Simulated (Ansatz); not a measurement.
Relaxation of BBrH₄ (6 atoms, charge 0, multiplicity 1), to a largest force component of 0.03 eV/Å in at most 50 steps.

Level of theory: RKS PBE/def2-SVP (Ansatz 0.2.0).

```xyz
6
Properties=species:S:1:pos:R:3:forces:R:3
B 0.022 -0.530 -0.266 0.04 -1.22 0.21
H 0.012 0.335 1.962 0.00 1.93 0.29
H 1.084 0.026 -0.423 0.00 0.00 0.01
H -1.072 -0.040 -0.421 0.00 0.00 0.01
Br 0.082 -2.496 0.086 -0.03 1.07 -0.34
H 0.009 -0.381 1.852 -0.01 -1.78 -0.18
```

Question: Where does it end, and by what steps?

Answer: The run converged. The force dipped under the threshold on the way, but the program's further checks kept it going. After 9 steps the energy has fallen by 0.162 eV; H6 moved furthest, 0.68 Å.

```json
{"step": "0", "energy less start (eV)": "0.0000", "largest force component (eV/Å)": "1.926", "accepted": "yes"}
{"step": "1", "energy less start (eV)": "-0.1214", "largest force component (eV/Å)": "0.673", "accepted": "yes"}
{"step": "2", "energy less start (eV)": "-0.1449", "largest force component (eV/Å)": "0.353", "accepted": "yes"}
{"step": "3", "energy less start (eV)": "-0.1585", "largest force component (eV/Å)": "0.177", "accepted": "yes"}
{"step": "4", "energy less start (eV)": "-0.1609", "largest force component (eV/Å)": "0.035", "accepted": "yes"}
{"step": "5", "energy less start (eV)": "-0.1614", "largest force component (eV/Å)": "0.020", "accepted": "yes"}
{"step": "6", "energy less start (eV)": "-0.1619", "largest force component (eV/Å)": "0.095", "accepted": "yes"}
{"step": "7", "energy less start (eV)": "-0.1622", "largest force component (eV/Å)": "0.009", "accepted": "yes"}
{"step": "8", "energy less start (eV)": "-0.1623", "largest force component (eV/Å)": "0.030", "accepted": "yes"}
{"step": "9", "energy less start (eV)": "-0.1624", "largest force component (eV/Å)": "0.015", "accepted": "yes"}
```

```xyz
6
Properties=species:S:1:pos:R:3
B 0.027 -0.691 -0.521
H -0.002 0.598 2.310
H 1.080 -0.099 -0.596
H -1.060 -0.162 -0.592
Br 0.083 -2.580 -0.299
H 0.008 -0.151 2.487
```

Whether the end is a true minimum wasn't checked by a vibrational analysis.

The run took 14 s on 1 thread of Arm Neoverse V2, with other jobs on the host, peak memory 0.11 GiB.
